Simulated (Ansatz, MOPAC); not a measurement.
Species: HSiO, net charge 0, doublet state. SMILES: [SiH]=O

Atoms: Si1, O2, H3. Bonds: Si1-O2, Si1-H3.

Bond lengths (Å) and angles (degrees) optimised at AM1 with MOPAC; PM3 with MOPAC; PM7 with MOPAC; HF/STO-3G with Ansatz (a quantum-chemistry and plane-wave program); HF/6-31G* with Ansatz; MP2/6-31G* with Ansatz, each started from the B3LYP-D3(BJ)/def2-TZVP structure (Ansatz) of the last column. A row stands for all coordinates that are equal there. 6-31G* holds six Cartesian d functions. No wavenumbers were computed at HF/STO-3G, MP2/6-31G*, so these may be saddle points.

| coordinate | AM1 | PM3 | PM7 | HF/STO-3G | HF/6-31G* | MP2/6-31G* | B3LYP-D3(BJ)/def2-TZVP |
|---|---|---|---|---|---|---|---|
| Si1-O2 | 1.585 | 1.494 | 1.412 | 1.661 | 1.501 | 1.547 | 1.529 |
| Si1-H3 | 1.442 | 1.512 | 1.421 | 1.464 | 1.505 | 1.524 | 1.528 |
| O2-Si1-H3 | 129.4 | 126.8 | 148.1 | 90.8 | 122.8 | 122.9 | 117.8 |

Mean signed difference of all 2 bond lengths from B3LYP-D3(BJ)/def2-TZVP: AM1 -0.015 Å, PM3 -0.025 Å, PM7 -0.112 Å, HF/STO-3G 0.034 Å, HF/6-31G* -0.026 Å, MP2/6-31G* 0.007 Å.
